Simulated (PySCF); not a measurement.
Run times: silver in x2c-TZVPPall-2c

Measured wall times of calculations with PySCF 2.14 in x2c-TZVPPall-2c, with two-component X2C-1e, run from one Python driver. Hardware: 1 thread of Neoverse-N1 on a shared host, 1.3 GiB allowed. The two-electron integrals over 93 functions were computed once and kept in memory (5.6 CPU seconds with the set-up); the times below exclude them.

Launch command (the driver calls PySCF for each step listed in the task file):

```bash
OMP_NUM_THREADS=1 python sorun2.py TASK.json OUT
```

```csv
species,step,iterations,wall time (s)
Ag³⁺ [Kr] 4d8,"GHF, spin-free",8,4.5
Ag³⁺ [Kr] 4d8,"GMP2 (16 electrons), spin-free",,2.6
Ag³⁺ [Kr] 4d8,"GHF, screened spin-orbit",11,10
Ag³⁺ [Kr] 4d8,"GMP2 (16 electrons), screened spin-orbit",,1.8
Ag⁴⁺ [Kr] 4d7,"GHF, spin-free",7,4.1
Ag⁴⁺ [Kr] 4d7,"GMP2 (15 electrons), spin-free",,1.7
Ag⁴⁺ [Kr] 4d7,"GHF, screened spin-orbit",13,12
Ag⁴⁺ [Kr] 4d7,"GMP2 (15 electrons), screened spin-orbit",,1.6
```

Peak memory of the process: 0.35 GiB. Times on a shared host vary from run to run.
